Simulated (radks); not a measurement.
Values are calculated unless marked as measured or tabulated.
The nickel ion Ni+, configuration [Ar] 3d9.

Level of theory: scalar-relativistic Kohn-Sham, BLYP, spin-unpolarised, spherical densities, point nucleus (a radial shooting solver on a logarithmic mesh with Libxc functionals).

Energy parts (hartree):
| part | energy |
|---|---|
| total | -1520.64842 |
| kinetic | 1541.82896 |
| electron-nucleus | -3645.69730 |
| Hartree | 646.86160 |
| exchange-correlation | -63.64169 |

Orbitals (lengths in bohr, moments of r in powers of bohr; <r^-3> diverges for s and p1/2):
| orbital | occ. | eigenvalue (hartree) | <r^-3> | <1/r> |
|---|---|---|---|---|
| 1s | 2 | -302.0148 | - | 28.09 |
| 2s | 2 | -36.18582 | - | 6.070 |
| 2p | 6 | -31.15708 | 624.9 | 5.959 |
| 3s | 2 | -4.19743 | - | 1.910 |
| 3p | 6 | -2.74851 | 78.47 | 1.759 |
| 3d | 9 | -0.47856 | 6.458 | 1.306 |
| 4s | 0 | -0.43144 | - | 0.4840 |
| 4p | 0 | -0.24453 | 3.024 | 0.3627 |

The highest occupied level is 3d at -13.022 eV. The density falls to 0.001 e/bohr^3 at r = 3.39 bohr. For comparison, the ionisation energy in NIST's Atomic Spectra Database is 18.169 eV (measured). In exact Kohn-Sham theory the highest level is minus the ionisation energy, but local and semilocal functionals leave it too shallow, through self-interaction and a potential that decays too fast; potentials with the right tail come closer. Summed over all electrons, <r^2> = 20.55 bohr^2, which gives a Langevin (diamagnetic) susceptibility term of -16.3 x 10^-6 cm^3/mol.

Beside tabulated values, note that spin-unpolarised runs miss the spin-polarisation part of the exchange energy of open shells.
